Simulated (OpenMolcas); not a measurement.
# Xe5+: from RASSCF to RASPT2

```yaml
Program: OpenMolcas
Basis: ANO-RCC-VQZP [8s7p5d3f2g]
Scalar_Hamiltonian: DKH2, point nucleus
Active_space: 3 electrons in 9 orbitals (RAS2 5s 5p; RAS3 5d, at most 2 electrons)
State_averaging: 2S+1 = 4 odd, 1 root; 2S+1 = 2 odd, 11 roots; 2S+1 = 4 even, 3 roots; 2S+1 = 2 even, 9 roots
Spin-orbit_coupling: state interaction with AMFI integrals over the reference wave functions, term energies averaged over their components
```

Methods on the same reference wave functions:
A. RASSCF
B. SS-RASPT2, IPEA 0.25 Eh, imaginary shift 0.1 Eh (closed shells correlated: 4d)
C. MS-RASPT2, IPEA 0.25 Eh, imaginary shift 0.1 Eh (closed shells correlated: 4d)

Energies in cm-1 above 5s2 5p 2P* 1/2, the measured ground level; measured values from Saloman, J. Phys. Chem. Ref. Data 33, 765 (2004).

```json
{"Level": "5s2 5p 2P* 1/2", "A": "0.0", "B": "0.0", "C": "0.0", "Measured": "0.0"}
{"Level": "5s2 5p 2P* 3/2", "A": "13435", "B": "13440", "C": "13530", "Measured": "15599"}
{"Level": "5s 5p2 4P 1/2", "A": "85960", "B": "92730", "C": "93010", "Measured": "92586"}
{"Level": "5s 5p2 4P 3/2", "A": "92152", "B": "99200", "C": "99490", "Measured": "100378"}
{"Level": "5s 5p2 4P 5/2", "A": "98663", "B": "105430", "C": "105720", "Measured": "107205"}
{"Level": "5s 5p2 2D 3/2", "A": "121748", "B": "123770", "C": "124060", "Measured": "124870"}
{"Level": "5s 5p2 2D 5/2", "A": "124270", "B": "126920", "C": "127210", "Measured": "129230"}
{"Level": "5s 5p2 2P 3/2", "A": "164398", "B": "155260", "C": "155540", "Measured": "159112"}
```

Deviations, from unrounded energies. A percentage is the sum of absolute deviations over the sum of measured energies, with the sign that they share, or ± where signs differ.

| Against measurement | Levels | A | B | C |
| --- | --- | --- | --- | --- |
| mean absolute deviation (cm-1) | 7 | 5600 | 1800 | 1600 |
| fine structure of the ground term (%) | 1 | -13.9 | -13.9 | -13.3 |
| other configurations (%) | 6 | ±5.2 | ±1.5 | ±1.3 |

C lies closest to measurement on these levels and A furthest from it. The largest miss of C in the table is 5s 5p2 2P 3/2, by -3600 cm-1. The ranking rests on the paired levels alone, and a cruder setting can come out closer through cancelling errors.

Between B and C the level of the table that moves most is 5s 5p2 2P 3/2, by 290 cm-1 (lowest in B, highest in C). Moves below CASPT2's spread within the term are not significant.

The lowest spin-free term lies below A's lowest term by 0.488 hartree in B, 0.489 hartree in C.

CASPT2 breaks the degeneracy within a term, and the mean is taken; among the terms shown or strongly mixed into the levels shown the widest spread is 21 cm-1 (5s 5p2 2D, C). Active for correlation alone: 5d; no level in the range computed is led by a configuration that fills it, so any true level of that kind is missing. Computed and measured levels are paired by configuration, term and J; levels that our copy of the source lacks, or whose pairing is in doubt (as where it misses far off the trend of its configuration), stay unpaired and out of the deviations. Only configurations of the active space appear. Levels that lie high or do not pair safely by name in every column are left out.

* marks odd parity.
